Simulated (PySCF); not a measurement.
## Correlation energy of As³⁺ (arsenic, charge +3)

[Ar] 3d10 4s2, closed-shell 1S. Computed with PySCF 2.14 in x2c-TZVPall (6s5p4d1f, 48 functions), with the spin-free X2C one-electron Hamiltonian (Gaussian nucleus). Frozen: [Ar] 3d10; 2 electrons correlated.

Total MP2 correlation energy: -29.37 mhartree.

Same-spin part 0.00 and opposite-spin part -29.37 mhartree; SCS-MP2 scales them by 1/3 and 6/5 to -35.25 mhartree.

With two correlated electrons CCSD is exact within the correlated space (frozen core and kept virtual orbitals).

```
level  correlation energy (mhartree)
 CCSD                         -39.91
```

Diagnostics: T1 = 0.0024, D1 = 0.0034, largest double amplitude 0.098.

**Question.** Is a single reference adequate?

**Answer.** Mostly. T1 lies below 0.03, but a double amplitude of this size points to a near-degeneracy that CCSD handles and MP2 describes poorly.
